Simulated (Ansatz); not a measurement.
Basis sets compared for (Cl)3Ti-S-SiH3 (TiSiH3SCl3). The state is a singlet with charge 0. Geometry PBE-D4/def2-SVP. Ansatz on 4 threads of Arm Neoverse V2 on a shared host; times are rough, and most runs start from earlier orbitals.

```xyz
9

Ti   -1.4000   -0.0627    0.8035
Cl   -2.4447   -0.9698   -0.8883
Cl   -0.1731   -1.5678    1.8130
Cl   -2.7939    0.9050    2.1603
S    -0.0214    1.5616    0.0719
Si    1.4618    0.2363   -0.8318
H     2.0683    1.0126   -1.9646
H     2.4989   -0.1101    0.1948
H     0.8041   -1.0051   -1.3589
```

Binding counts from free atoms (Ti triplet, Cl doublet, S triplet, Si triplet, H doublet) in the same basis, without a counterpoise term.

| level | functions | energy (Eh) | HOMO (eV) | LUMO (eV) | binding per atom (eV) | wall time |
| --- | --- | --- | --- | --- | --- | --- |
| PBE-D4/def2-SVP | 136 | -2917.9840 | -6.93 | -4.36 | 3.57 | 1.6 s |
| PBE0-D4/def2-SVP | 136 | -2918.1569 | -8.19 | -3.66 | 3.38 | 2.7 s |

**Question.** Estimate the rows for PBE-D4/def2-TZVP, PBE0-D4/def2-TZVP.

**Answer.** 
```csv
level,functions,energy (Eh),HOMO (eV),LUMO (eV),binding per atom (eV),wall time
PBE-D4/def2-TZVP,248,-2918.8172,-7.04,-4.43,–,3.1 s
PBE0-D4/def2-TZVP,248,-2918.9843,-8.22,-3.60,3.39,6.5 s
```
